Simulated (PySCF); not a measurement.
Species: C4H11NSi2.
SMILES with atom numbers: `[CH3:1][CH2:2][CH2:3][SiH2:4][SiH2:5][C:6]#[N:7]` (hydrogens: H8, H9, H10 on C1; H11, H12 on C2; H13, H14 on C3; H15, H16 on Si4; H17, H18 on Si5)

Structure used (GFN2-xTB), in Å, numbered top down from 1:
```xyz
18
C4H11NSi2 angstrom
C     -2.8055    0.0463    1.0327
C     -1.8815    0.0344   -0.1798
C     -0.4125   -0.0489    0.2249
Si     0.7760   -0.0737   -1.2615
Si     2.9661   -0.2132   -0.5171
C      3.3040    1.2107    0.6440
N      3.4680    2.0987    1.3504
H     -2.6756   -0.8611    1.6197
H     -2.5845    0.8997    1.6707
H     -3.8467    0.1085    0.7233
H     -2.1324   -0.8182   -0.8157
H     -2.0455    0.9410   -0.7669
H     -0.2651   -0.9462    0.8317
H     -0.1743    0.7994    0.8716
H      0.5418    1.1245   -2.0795
H      0.4450   -1.2305   -2.1085
H      3.3153   -1.3859    0.2958
H      3.9985   -0.0590   -1.5473
```

Computed at PBE0/pcSseg-1 (PySCF, non-relativistic), with Q(14N) = 0.02044 b: N7, 14N (I = 1): χzz = -5.466 MHz, η = 0.008.

(1) Find the zero-field quadrupole resonance frequencies of 14N at N7.

## Answers

(1) From ν± = (3/4)|χ|(1 ± η/3) and ν0 = |χ|η/2: ν+ 4.111 MHz, ν− 4.088 MHz, ν0 0.023 MHz (cyano nitrogen).

In a crystal, neighbours and librations shift these lines. Geometry: GFN2-xTB, one conformer, isolated molecule. GFN2-xTB bond lengths can be off by several hundredths of an ångström, more for odd bonds, and the gradients follow them. A larger basis could move these couplings by a tenth or more.

The run behind these numbers computed NMR shieldings as well. On one thread, Arm Neoverse N1 (aarch64), shared host with 64 logical CPUs at a one-minute load of 63, this took 51 s and 0.78 GiB of memory at its peak.
